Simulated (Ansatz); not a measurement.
Species: 1-methylsulfonylethyne, C$_{3}$H$_{4}$O$_{2}$S, net charge 0, singlet state. SMILES: C#CS(C)(=O)=O
Geometry: optimised at B3LYP-D3(BJ)/def2-TZVP (Ansatz, a program for electronic structure).

PBE beside other levels, property by property. Valence correlation only, unless marked. Open shells are spin-unrestricted. Spin-orbit coupling is left out. Non-relativistic. CBS marks a two-point X^-3 extrapolation of the correlation energy; Hartree-Fock from the larger set. [CCSD(T)-MP2]/basis is that difference in the basis named. Atomisation energies are electronic, to ground-state atoms; the column to compare with has the core term from cc-pwCVTZ added, other frozen-core levels have none. Vertical energies are electronic, to the SCF solution reached for that spin. The coupled-cluster column (Ansatz) is a level with limits of its own: (a) RI-MP2/CBS(aug-cc-pV(T+d)Z,aug-cc-pV(Q+d)Z)+[CCSD(T)-MP2]/aug-cc-pV(T+d)Z; (b) CCSD(T)/CBS(aug-cc-pV(T+d)Z,aug-cc-pV(Q+d)Z).

```
property                           PBE/def2-TZVPD (Ansatz)  wB97X-V/def2-TZVPD (Ansatz)  CCSD(T)/aug-cc-pV(D+d)Z (Ansatz)  CCSD(T)/aug-cc-pV(T+d)Z (Ansatz)  coupled cluster
---------------------------------  -----------------------  ---------------------------  --------------------------------  --------------------------------  ---------------
vertical triplet-singlet gap (eV)                     5.10                         5.44                              5.57                              5.56         5.60 (a)
atomisation energy (kcal/mol)                        983.4                        945.0                             852.3                             919.8        952.9 (b)
```

As the rows show:
- vertical triplet-singlet gap: PBE lies 0.50 eV below coupled cluster.
- atomisation energy: PBE lies 30.5 kcal/mol above coupled cluster.
